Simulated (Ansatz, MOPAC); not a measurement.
Breaking a bond: GeLi (anion, charge -1), lowest singlet found (which spin is the ground state isn't settled by this scan).

Methods: RCCSDT(Q) = Ansatz (a program for electronic structure) with CCSDT(Q) on RHF/aug-cc-pVDZ, cores with 3d frozen; RCCSD = CCSD on RHF/aug-cc-pVDZ, cores with 3d frozen run with Ansatz; AM1, restricted, heats of formation (MOPAC).

Energies are in eV, each relative to the lowest point of its own curve between 2.15 and 3.12 Å, where full CI is lowest.

```
R / Å  RCCSDT(Q)  RCCSD    AM1
-----  ---------  -----  -----
1.78       2.213  2.109  0.681
1.93       1.372  1.314  0.549
2.04       0.841  0.807  0.535
2.15       0.484  0.460  0.000
2.27       0.235  0.218  0.092
2.36       0.118  0.106  0.188
2.45       0.046  0.039  0.301
2.49       0.026  0.021  0.356
2.58       0.002  0.000  0.487
2.66       0.000  0.001  0.610
2.82       0.035  0.039  0.869
2.93       0.078  0.084  1.049
3.12       0.172  0.183  1.357
3.37           —  0.332  1.736
3.64           —  0.497  2.101
3.97           —  0.687  2.477
4.38           —  0.891  2.847
4.89           —  1.095  3.389
5.41           —  1.251  3.547
```

At the longest distance, 5.41 Å, AM1 lies highest above its minimum (3.547 eV) and RCCSD lowest (1.251 eV).

Dashes: no converged value, or the column stops at the first point that the program doubted or that broke a chosen test of continuity, which isn't proof of a fault.

The scan ran from 1.78 to 8.37 Å; beyond the distances shown full CI changes its symmetry label. The T1 diagnostic of CCSD on the restricted reference of RCCSDT(Q), RCCSD exceeds 0.045 at 1.93 to 2.45, 3.12 to 5.41 Å. Where the anion isn't bound against loss of the electron, the finite basis alone holds it. The restricted form behind AM1 keeps the bonding electrons paired and can't separate into open-shell fragments.
